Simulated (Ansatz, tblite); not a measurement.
Cost and result up the ladder for `CCC(CC(C)c1ccc(I)cc1)c1ccc(OC(C)(C)C)cc1` (53 atoms). The state is a singlet with charge 0. Geometry: PBE-D4/def2-SVP.

Ansatz on 8 threads of AMD EPYC on a shared host; xTB runs through tblite on one thread. Times are rough, summed over both states, and most runs start from the orbitals of an earlier one. PBE0-D4/def2-SVP serves as the yardstick here, not as an exact answer. The other state is a doublet.

In the def2 sets I takes a core potential; there is no spin–orbit coupling. The xTB rows come from tblite. B3LYP takes the VWN-RPA correlation. Single mean-field runs in def2-SVP are fitted with def2-universal-jkfit.

Raw xTB energies of ions are shifted by several eV.

| level | functions | wall time | vertical IE (eV) | difference from PBE0-D4/def2-SVP (eV) |
| --- | --- | --- | --- | --- |
| GFN2-xTB | 130 | 0.45 s | 12.24 | 4.52 |
| GFN1-xTB | 159 | 0.7 s | 12.98 | 5.26 |
| PBE-D4/def2-SVP | 493 | 50 s | 7.23 | -0.49 |
| B3LYP-D4/def2-SVP | 493 | 2.3 min | 7.61 | -0.11 |
| PBE0-D4/def2-SVP (with forces) | 493 | 2.6 min | 7.72 | 0.00 |
